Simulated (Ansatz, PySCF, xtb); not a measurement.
Spectroscopic constants of TiSe, closed-shell singlet (lowest of 2S+1 = 1, 3, 5, 7 at CCSD(T)/def2-TZVPP on PBE0 minima; our sources give no spin for the ground state, which may be another). No spin–orbit coupling. Ti is treated without relativity. Se is treated without relativity. The T1 diagnostic near the minimum is 0.064, so single-reference values are doubtful.

The constants come from a fifth-degree fit in 1/R (seven points, main isotopes). In def2 and cc sets the state is the lowest found near the PBE0 minimum, followed along R. The singlet is held restricted.

Run with Ansatz (a quantum-chemistry and plane-wave program); PySCF for 3-21G rows, STO-3G rows; xtb for the GFN methods. 

```
level                 r_e (Å)  ω_e (cm⁻¹)  ω_e x_e (cm⁻¹)  α_e (cm⁻¹)  dipole (D)
--------------------  -------  ----------  --------------  ----------  ----------
GFN1-xTB                2.202         484             1.7     0.00055           -
HF/STO-3G               2.138         598            0.61     0.00020        4.61
HF/3-21G                2.223         381             1.2     0.00051        8.03
SVWN5/def2-TZVPP        2.133         464             1.2     0.00042        2.86
PBE/def2-TZVPP          2.166         443             1.1     0.00042        3.03
r2SCAN/def2-TZVPP       2.178         429            0.96     0.00040        3.88
B3LYP/def2-TZVPP        2.160         452             1.1     0.00041        3.88
PBE0/def2-TZVPP         2.144         466             1.1     0.00040        4.14
BHLYP/def2-TZVPP        2.154         454             1.2     0.00043        5.37
CAM-B3LYP/def2-TZVPP    2.140         471             1.1     0.00039        4.58
wB97X-V/def2-TZVPP      2.137         478             1.1     0.00039        5.07
wB97M-V/def2-TZVPP      2.140         474             1.1     0.00039        4.90
B2PLYP/def2-TZVPP       2.142         489             1.0     0.00034           -
```

Correlated levels freeze the inner cores; with def2 sets outer-core shells near the valence are correlated too. Rows in 3-21G, STO-3G carry no dispersion term and start afresh at each structure; the Pople sets are all-electron and without relativity.

Doubts at one or more of the structures used: a restricted determinant that unrestricted orbitals would lower (B2PLYP/def2-TZVPP).
